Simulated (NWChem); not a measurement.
System: C$_{3}$H$_{5}$BF$_{2}$; SMILES FB1CC[C@@H]1F

```xyz
11

F      1.0620    -1.6546    -0.3680
B      0.1588    -0.7977     0.0760
C     -1.4182    -0.7449    -0.0255
C     -1.1778     0.7993    -0.1847
C      0.2358     0.7321     0.4846
F      1.2164     1.5732    -0.0170
H     -1.9284    -1.2543    -0.8479
H     -1.9451    -0.9765     0.9069
H     -1.9056     1.4664     0.2874
H     -1.0708     1.0780    -1.2380
H      0.1381     0.9088     1.5647
```
Atoms are numbered in this order, from 1.

Level: B3LYP/6-31G* (spherical d) (NWChem), optimised geometry, unscaled harmonic frequencies. B3LYP is NWChem's, with the RPA form of VWN correlation.

```json
[
 {"frequency (cm⁻¹)": "102", "IR intensity (km/mol)": "1.3"},
 {"frequency (cm⁻¹)": "163", "IR intensity (km/mol)": "3.4"},
 {"frequency (cm⁻¹)": "307", "IR intensity (km/mol)": "3.5"},
 {"frequency (cm⁻¹)": "388", "IR intensity (km/mol)": "1.8"},
 {"frequency (cm⁻¹)": "512", "IR intensity (km/mol)": "7.0"},
 {"frequency (cm⁻¹)": "601", "IR intensity (km/mol)": "3.4"},
 {"frequency (cm⁻¹)": "694", "IR intensity (km/mol)": "15.8"},
 {"frequency (cm⁻¹)": "742", "IR intensity (km/mol)": "3.5"},
 {"frequency (cm⁻¹)": "886", "IR intensity (km/mol)": "13.3"},
 {"frequency (cm⁻¹)": "908", "IR intensity (km/mol)": "0.8"},
 {"frequency (cm⁻¹)": "929", "IR intensity (km/mol)": "53.9"},
 {"frequency (cm⁻¹)": "1008", "IR intensity (km/mol)": "2.1"},
 {"frequency (cm⁻¹)": "1038", "IR intensity (km/mol)": "87.4"},
 {"frequency (cm⁻¹)": "1134", "IR intensity (km/mol)": "6.4"},
 {"frequency (cm⁻¹)": "1145", "IR intensity (km/mol)": "42.2"},
 {"frequency (cm⁻¹)": "1223", "IR intensity (km/mol)": "3.6"},
 {"frequency (cm⁻¹)": "1236", "IR intensity (km/mol)": "7.2"},
 {"frequency (cm⁻¹)": "1279", "IR intensity (km/mol)": "4.2"},
 {"frequency (cm⁻¹)": "1379", "IR intensity (km/mol)": "51.3"},
 {"frequency (cm⁻¹)": "1444", "IR intensity (km/mol)": "132.0"},
 {"frequency (cm⁻¹)": "1483", "IR intensity (km/mol)": "130.7"},
 {"frequency (cm⁻¹)": "1525", "IR intensity (km/mol)": "33.8"},
 {"frequency (cm⁻¹)": "3042", "IR intensity (km/mol)": "21.6"},
 {"frequency (cm⁻¹)": "3074", "IR intensity (km/mol)": "26.1"},
 {"frequency (cm⁻¹)": "3079", "IR intensity (km/mol)": "3.6"},
 {"frequency (cm⁻¹)": "3125", "IR intensity (km/mol)": "7.1"},
 {"frequency (cm⁻¹)": "3137", "IR intensity (km/mol)": "24.6"}
]
```

- zero-point energy: 50.8 kcal/mol
- thermal correction to the enthalpy at 298.15 K (with zero-point energy): 55.1 kcal/mol
- heat capacity Cv: 20.3 cal/(mol K)
- entropy at 298.15 K and 1 atm (symmetry number 1): 76.9 cal/(mol K)
- dipole moment: 2.16 D

Rigid rotor and harmonic oscillator.
